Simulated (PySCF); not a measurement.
A structure optimised at PBE-D3(BJ)/def2-SVP, used in a PySCF frequency run:

```xyz
5

Zr     0.0000     0.0000    -0.2678
F      1.5489    -0.8943    -0.9175
F     -1.5489    -0.8943    -0.9175
F      0.0000     1.7885    -0.9175
Cl     0.0000     0.0000     2.0872
```
Charge 0, spin multiplicity 1.

### Question
Write its SMILES, formula and point group.

### Answer
[F][Zr]([F])([F])[Cl], ClF₃Zr, C3v

### Question
What are its rotational constants (standard atomic weights)?

### Answer
2.7720, 1.6842, 1.6842 GHz
